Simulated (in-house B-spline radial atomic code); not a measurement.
F²⁺. Computed with a B-spline radial atomic code. Model: non-relativistic spherical atom: semilocal Troullier-Martins pseudo-atom, one channel per l, against all electrons, high spin, G0W0 and RPA with empty states to l = 8, local potential for every l without a channel, a model core (radius 0 = none) keeps its share of the functional.

What the tables leave out is listed at the end.

The pseudopotential gives back the lowest level of each angular momentum of its own functional in the configuration it was made in; a second state of the same l is only approximately right. Exact exchange, RPA and GW see the smooth pseudo-orbitals and miss the exchange with the core, for which the functional's share stands in. The column with an uncorrelated core keeps all orbitals and exact exchange, and so separates missing core correlation from pseudisation. Only the three outermost levels and the lowest empty one were computed. RPA here is direct RPA, with no exchange kernel, and its energies carry an (l + 1/2)⁻⁴ tail. A hybrid on a potential with a model core restores only its own semilocal share of the core's exchange.

Command:
```bash
python run_psgw.py task.json out
```
Settings (lengths in bohr, energies in hartree):
```
Z                      9
electrons              7
configuration          [He] 2s2 2p3
generated_in           [He] 2s2 2p5
functional             pbe,pbe
core_shells            1
radius_factor          0.9
core_correction        False
```

Time taken, with all properties: 16 s on 1 thread of Arm Neoverse N1 (shared host).

Given: made with PBE; model core radius 0 bohr; local radius 0.724 bohr; mean-field start PBE.

Valence shells of the generating configuration: 2s, 2p.

Channel: s 0.684, p 0.949 (radii in bohr).

Computed: largest level miss in the spin-unpolarised generating configuration 0 eV; valence RPA correlation energy all-electron orbitals -0.24698 hartree; valence RPA correlation energy pseudo -0.25099 hartree; pseudo-atom RPA polarisability 1.0483 bohr³.

```tsv
level	occupied	mean-field all-electron (eV)	mean-field pseudo minus all (eV)	G0W0 all-electron (eV)	G0W0 uncorrelated core minus all (eV)	G0W0 pseudo minus all (eV)	exchange self-energy all-electron (eV)	exchange self-energy pseudo (eV)
2p up	1	-51.572	-0.088	-62.148	0.084	0.245	-40.81	-39.572
2s down	1	-63.196	0.316	-72.732	0.065	0.181	-29.174	-26.095
2p down (empty)	0	-44.274	0.817	-35.327	0.088	0.276	-6.8866	-5.731
```

(1) What is the all-electron RPA polarisability, core included?

Given: mean-field start PBE0.

Computed: valence RPA correlation energy all-electron orbitals -0.23132 hartree; valence RPA correlation energy pseudo -0.2351 hartree; all-electron RPA polarisability, core included 0.94101 bohr³.

```json
{"level": "2p up", "occupied": "1", "mean-field all-electron (eV)": "-54.824", "mean-field pseudo minus all (eV)": "-0.015", "G0W0 all-electron (eV)": "-62.54", "G0W0 uncorrelated core minus all (eV)": "0.083", "G0W0 pseudo minus all (eV)": "0.242", "exchange self-energy all-electron (eV)": "-40.862", "exchange self-energy pseudo (eV)": "-39.6"}
{"level": "2s down", "occupied": "1", "mean-field all-electron (eV)": "-65.552", "mean-field pseudo minus all (eV)": "0.302", "G0W0 all-electron (eV)": "-72.7", "G0W0 uncorrelated core minus all (eV)": "0.066", "G0W0 pseudo minus all (eV)": "0.172", "exchange self-energy all-electron (eV)": "-29.094", "exchange self-energy pseudo (eV)": "-26.099"}
{"level": "2p down (empty)", "occupied": "0", "mean-field all-electron (eV)": "-41.346", "mean-field pseudo minus all (eV)": "0.546", "G0W0 all-electron (eV)": "-35.055", "G0W0 uncorrelated core minus all (eV)": "0.083", "G0W0 pseudo minus all (eV)": "0.263", "exchange self-energy all-electron (eV)": "-6.7338", "exchange self-energy pseudo (eV)": "-5.6611"}
```

(2) What is the pseudo-atom RPA polarisability?

Given: mean-field start Hartree-Fock.

Computed: valence RPA correlation energy all-electron orbitals -0.19736 hartree; valence RPA correlation energy pseudo -0.20018 hartree; all-electron RPA polarisability, core included 0.74216 bohr³.

```json
{"level": "2p up", "occupied": "1", "mean-field all-electron (eV)": "-63.89", "mean-field pseudo minus all (eV)": "0.146", "G0W0 all-electron (eV)": "-63.22", "G0W0 uncorrelated core minus all (eV)": "0.08", "G0W0 pseudo minus all (eV)": "0.239", "exchange self-energy all-electron (eV)": "-40.994", "exchange self-energy pseudo (eV)": "-39.702"}
{"level": "2s down", "occupied": "1", "mean-field all-electron (eV)": "-70.713", "mean-field pseudo minus all (eV)": "0.319", "G0W0 all-electron (eV)": "-72.435", "G0W0 uncorrelated core minus all (eV)": "0.067", "G0W0 pseudo minus all (eV)": "0.2", "exchange self-energy all-electron (eV)": "-28.637", "exchange self-energy pseudo (eV)": "-25.888"}
{"level": "2s up", "occupied": "?", "mean-field all-electron (eV)": "?", "mean-field pseudo minus all (eV)": "?", "G0W0 all-electron (eV)": "?", "G0W0 uncorrelated core minus all (eV)": "?", "G0W0 pseudo minus all (eV)": "?", "exchange self-energy all-electron (eV)": "?", "exchange self-energy pseudo (eV)": "?"}
{"level": "2p down (empty)", "occupied": "0", "mean-field all-electron (eV)": "-31.479", "mean-field pseudo minus all (eV)": "0.062", "G0W0 all-electron (eV)": "-34.306", "G0W0 uncorrelated core minus all (eV)": "0.066", "G0W0 pseudo minus all (eV)": "0.21", "exchange self-energy all-electron (eV)": "-6.1063", "exchange self-energy pseudo (eV)": "-5.2875"}
```

(3) What belongs in the row 2s up?

(4) What is the pseudo-atom RPA polarisability?

## Answers

(1) 1.0484 bohr³.

(2) 0.94459 bohr³.

(3) occupied: 1; mean-field all-electron (eV): -88.093; mean-field pseudo minus all (eV): -1.141; G0W0 all-electron (eV): -84.013; G0W0 uncorrelated core minus all (eV): 0.03; G0W0 pseudo minus all (eV): -0.558; exchange self-energy all-electron (eV): -47.416; exchange self-energy pseudo (eV): -45.85.

(4) 0.7486 bohr³.

Among the listed levels the largest G0W0 shift of the pseudo-atom is -0.56 eV, for 2s up on the Hartree-Fock start, while leaving the core uncorrelated moves that level by +0.03 eV. So pseudisation and the lost core exchange, not the missing core correlation, make the error. Not in the tables (levels of low weight, unsolved or above zero; the highest and the empty levels are kept at any weight): on PBE the G0W0 levels 2s up (pseudo minus all -0.46 eV, weights 0.19 and 0.18); on PBE0 the G0W0 levels 2s up (pseudo minus all -0.18 eV, weights 0.40 and 0.40).
